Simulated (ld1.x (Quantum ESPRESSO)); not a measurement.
**What one change does to a pseudopotential (Ne (Z = 10), PAW)**

ld1.x (Quantum ESPRESSO) 7.5 input, shortened:

```
&input
   title='Ne', zed=10., rel=1, dft='PBESOL', iswitch=3,
   config='[He] 2s2 2p6'
 /
 &inputp
   pseudotype=3, lpaw=.true., tm=.true., lloc=-1, rcloc=0.90,
   nlcc=.true., new_core_ps=.true., rcore=0.55,
   which_augfun='GAUSS', rmatch_augfun=0.80
 /
4
2S  1  0   2.00   0.00  0.70  0.80  0.0
2S  1  0   0.00  -2.35  0.70  0.80  0.0
2P  2  1   6.00   0.00  0.90  1.05  0.0
2P  2  1   0.00   0.05  0.90  1.05  0.0
 &test
   configts(1)='2s2 2p6'
 /
```

Change: all radii but the core radius scaled by about 0.90 (s 0.72, p 0.94 bohr, rcut 0.62/0.80); local potential all-electron potential smoothed inside 0.80 bohr (lloc = -1); augmentation GAUSS, radius 0.72 bohr.

Cutoffs: the cutoffs (Ry, on a coarse ladder) from which the occupation-weighted sum of valence levels, in a spherical-Bessel basis at the reference potential, stays within 10 and 1 mRy of its value at 400 Ry; they do not see the model core or the augmentation charge, which bear on the density cutoff. Errors are all-electron minus pseudo energies relative to the spin-unpolarised reference configuration.

Q: How do hardness, ghosts and transferability respond?

A: The potential gets harder (70 Ry and 120 Ry → 90 Ry and 160 Ry); of the 6 tests that both files solve, the error grows in 2 and shrinks in 0 by more than 15 % and 0.3 meV (median size 4.5 → 4.8 meV); neither file shows a bound ghost. A smaller radius makes the pseudo-wave follow the all-electron one further in, where it bends more sharply, so more plane waves are needed.

```csv
quantity,base,changed
"cutoff, loose",70 Ry,90 Ry
"cutoff, tight",120 Ry,160 Ry
loose cutoff by channel (10 mRy a level),"s 35 Ry, p 60 Ry","s 25 Ry, p 70 Ry"
bound ghosts,none,none
"error for 2s2 2p5, meV [ΔE 22.40 eV]",-1.8,-1.7
"error for 2s2 2p4, meV [ΔE 65.56 eV]",-6.6,-7.1
"error for 2s2 2p3, meV [ΔE 132.85 eV]",-17,-23
"error for 2s2 2p2, meV [ΔE 227.28 eV]",-24,-43
"error for 2s1 2p6, meV [ΔE 45.67 eV]",-2.4,-2.4
"error for 2s2 2p5.5, meV [ΔE 8.83 eV]",-0.8,-0.7
lowest overlap eigenvalue by channel,"s 0.57, p 0.91","s 0.55, p 0.94"
```
